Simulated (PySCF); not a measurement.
Molecule: SMILES CC(C)(C)C1CC1, C7H14.

Atoms are numbered as in `[CH3:1][C:2]([CH3:3])([CH3:4])[CH:5]1[CH2:6][CH2:7]1` (H(Xn): hydrogen on atom n). Ha(C6), Ha(C7) are cis to C2 on the ring; Hb(C6), Hb(C7) are trans to C2 on the ring.

Geometry PBE0-D3(BJ)/def2-SVP throughout; GIAO in PySCF, gas phase, one conformer, non-relativistic; equivalent atoms averaged; functional PBE0.

(1) How do the absolute shieldings σ depend on the basis set? (ppm; last column core-seconds on shared hosts with different chips, so compare them loosely)

(2) Which nucleus moves most, in ppm?

(3) Taking the largest basis, def2-TZVP (301 functions), as the yardstick, rank the others by their worst heavy-atom deviation.

Answers

(1) 
```
    basis set  functions     C2  C1/C3/C4     C5  C6/C7  H(C1)/H(C3)/H(C4)  H(C5)  Hb(C6)/Hb(C7)  Ha(C6)/Ha(C7)  core-s
       STO-3G         49  202.1     209.0  211.2  221.8              31.88  32.12          32.15          32.26     4.4
     pcSseg-0         91  165.1     161.7  168.9  189.4              31.83  32.43          32.32          32.40     9.2
        6-31G         91  170.1     170.1  174.7  195.6              31.55  31.74          32.06          32.11     9.1
       6-31G*        126  166.4     166.0  170.5  191.0              31.05  31.17          31.55          31.59      13
      cc-pVDZ        168  165.2     167.4  170.9  193.8              30.48  30.85          31.09          31.10      22
     def2-SVP        168  166.4     164.9  169.8  192.0              30.57  30.93          31.17          31.17      21
     pcSseg-1        189  154.9     155.3  160.1  182.4              30.45  30.85          30.97          31.03      42
6-311+G(2d,p)        273  155.8     158.6  161.9  185.1              30.75  31.02          31.29          31.35      38
  aug-cc-pVDZ        287  163.5     167.6  170.5  193.1              30.55  30.86          31.14          31.16      50
    def2-TZVP        301  155.7     157.9  161.9  185.3              30.70  30.95          31.22          31.26      58
```

(2) C1/C3/C4 (methyl carbon): from 155.3 ppm with pcSseg-1 to 209.0 ppm with STO-3G. The smallest spread is 1.34 ppm, at Hb(C6)/Hb(C7). Proton shifts span only some 12 ppm, so a few tenths of a ppm matter as much there as several ppm in carbon.

(3) 6-311+G(2d,p) 0.7 ppm (273 functions), pcSseg-1 2.9 ppm (189 functions), pcSseg-0 9.4 ppm (91 functions), cc-pVDZ 9.5 ppm (168 functions), aug-cc-pVDZ 9.7 ppm (287 functions), def2-SVP 10.7 ppm (168 functions), 6-31G* 10.7 ppm (126 functions), 6-31G 14.5 ppm (91 functions), STO-3G 51.1 ppm (49 functions).

A small basis that lands close on one nucleus may do so by chance; judge by the trend and by all nuclei.
